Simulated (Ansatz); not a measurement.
The cluster PbS₂, relaxed as a singlet with RKS PBE-D4/def2-TZVP in Ansatz, starting from the GFN1-xTB geometry. Force threshold 0.02 eV/Å.

In the def2 sets Pb takes a core potential; there is no spin–orbit coupling. The restricted singlet is unstable towards broken spin symmetry in Hartree–Fock (as tested in another run); at PBE-D4/def2-TZVP this wasn't settled. Another isomer (singlet) lies 1.41 eV lower at PBE0-D4/def2-TZVP; other spin states weren't run for this one.

Start:

```xyz
3

Pb    0.6260   -1.5712    1.3834
S    -0.0322    0.0813   -0.0715
S    -0.5938    1.4899   -1.3119
```

**Question.** Estimate the energy that the relaxation releases and the steps that it takes.

**Answer.** 0.03 eV, in 3 steps; 2.1 s on 4 threads of AMD EPYC 7R43 on a shared host. No frequencies were taken in this run, so the end may be a saddle point.

**Question.** Does the start keep its bonding and symmetry?

**Answer.** By distances, no bond broke or formed. The bond that changes most is Pb1–S2, from 2.30 to 2.36 Å (atoms count from 1). Point group C∞v at the start, C∞v at the end, both within 0.05 Å.

**Question.** Predict the relaxed structure.

**Answer.** 
```xyz
3

Pb    0.6365   -1.5974    1.4065
S    -0.0389    0.0980   -0.0863
S    -0.5976    1.4994   -1.3202
```
Bond lengths: 1 × Pb–S 2.36 Å; 1 × S–S 1.95 Å.
